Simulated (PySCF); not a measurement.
# Br₃⁺: from structure and modes to constants

All numbers come from PBE0 in PySCF with Br def2-TZVP; no relativity; density-fitted integrals.

The singlet minimum has C2v symmetry. Masses (u): Br 78.91834.

```xyz
3
charge 1 multiplicity 1, angstrom
Br    0.6309    0.6309    0.0000
Br   -0.3155   -0.3155    1.8369
Br   -0.3155   -0.3155   -1.8369
```

Harmonic wavenumbers (cm⁻¹): 104.5 (a1, ×1), 307.9 (a1, ×1), 314.3 (b2, ×1).

**Question.** Find the principal moments of inertia and the rotational constants. What kind of rotor is it?

**Answer.** About the centre of mass I = 94.25, 532.59, 626.84 u Å². With B = 16.8576/I this gives 0.1789, 0.03165, 0.02689 cm⁻¹. The molecule is an asymmetric top with κ = -0.94.

**Question.** What is the harmonic zero-point energy?

**Answer.** Half the sum of all 3 wavenumbers, 727/2 = 363 cm⁻¹, which is 4.3 kJ/mol (1 cm⁻¹ = 0.0119627 kJ/mol).

**Question.** Give the standard entropy (298.15 K, 1 bar) by its translational, rotational, vibrational and spin parts, and Cp.

**Answer.** Sackur–Tetrode with M = 236.76 u gives 177.0; rotation with symmetry number 2 gives 114.5; vibration 25.4; spin R ln 1 = 0.0. The total is 317.0 J/(mol K), and Cp = 4 R + 22.0 = 55.2 J/(mol K).

This need not be the most stable arrangement of these atoms.
